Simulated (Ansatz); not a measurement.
`[OH][Ga]([Cl])[O][SiH3]`, relaxed with RKS PBE0-D4/def2-TZVP in Ansatz from a GFN2-xTB geometry. The force threshold is 0.005 eV/Å; the program also tests the step.

The species carries charge 0 and has multiplicity 1.

Start:

```xyz
9

O     0.439   -1.537    2.077
Ga    0.713    0.068    1.459
Cl    1.750    1.518    2.494
O     0.080    0.492   -0.108
Si   -0.605    0.420   -1.587
H    -0.044   -2.178    1.554
H    -1.846   -0.356   -1.478
H    -0.844    1.819   -1.939
H     0.356   -0.244   -2.472
```

| step | energy (eV) | largest force (eV/Å) | largest move (Å) |
| --- | --- | --- | --- |
| 1 | -76925.4190 | 1.221 | 0.000 |
| 2 | -76925.5232 | 0.436 | 0.093 |
| 3 | -76925.5342 | 0.212 | 0.031 |
| 4 | -76925.5407 | 0.104 | 0.089 |
| 5 | -76925.5428 | 0.180 | 0.074 |
| 6 | -76925.5449 | 0.229 | 0.051 |
| 7 | -76925.5466 | 0.468 | 0.191 |
| 8 | -76925.5511 | 0.277 | 0.046 |
| 9 | -76925.5584 | 0.015 | 0.083 |
| 10 | -76925.5596 | 0.084 | 0.123 |
| 11 | -76925.5626 | 0.048 | 0.063 |
| 12 | -76925.5642 | 0.089 | 0.099 |
| 13 | -76925.5646 | 0.164 | 0.126 |
| 14 | -76925.5664 | 0.088 | 0.016 |
| 15 | -76925.5678 | 0.012 | 0.050 |
| 16 | -76925.5687 | 0.064 | 0.113 |
| 17 | -76925.5692 | 0.044 | 0.039 |
| 18 | -76925.5694 | 0.025 | 0.017 |
| 19 | -76925.5696 | 0.012 | 0.022 |
| 20 | -76925.5697 | 0.017 | 0.036 |
| 21 | -76925.5697 | 0.013 | 0.008 |
| 22 | -76925.5698 | 0.008 | 0.007 |
| 23 | -76925.5698 | 0.005 | 0.005 |
| 24 | -76925.5698 | 0.008 | 0.005 |
| 25 | -76925.5698 | 0.009 | 0.005 |
| 26 | -76925.5698 | 0.005 | 0.002 |
| 27 | -76925.5698 | 0.000 | 0.001 |

End:

```xyz
9

O    -0.001   -1.343    1.992
Ga    0.752    0.148    1.414
Cl    2.061    1.212    2.676
O     0.438    0.780   -0.206
Si   -0.456    0.344   -1.502
H    -0.579   -1.750    1.340
H    -1.192   -0.927   -1.225
H    -1.448    1.405   -1.812
H     0.426    0.130   -2.677
```

It took 90 s on 4 threads of an Intel Xeon on a shared host, with 0.72 GiB of host memory at the peak.
